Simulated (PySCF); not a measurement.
A run for PySCF: R-BP86/LANL2DZ on H2OSe (SMILES O[SeH]), a point of a bond scan (R = 1.630 Å).

```python
from pyscf import gto, scf, dft, mp
from pyscf.data.elements import chemcore

mol = gto.M(
    atom='''
    Se   -0.24233438   -0.06337558    0.28131573
    H    -1.43674023   -0.41981463   -0.76865993
    O     1.06518061    0.17874174   -0.96080393
    H     1.04608213    1.11224671   -1.20509589
    ''',
    basis='lanl2dz',
    ecp={'Se': 'lanl2dz'},
    charge=0, spin=0, verbose=3, max_memory=1800)
mf = dft.RKS(mol, xc='b88,p86')
mf.conv_tol = 1e-8
mf.max_cycle = 100
mf.kernel()
if not mf.converged:
    mf = mf.newton().run(mf.mo_coeff, mf.mo_occ)
```

**Question.** Predict the final total energy.

**Answer.** -85.6290 hartree.
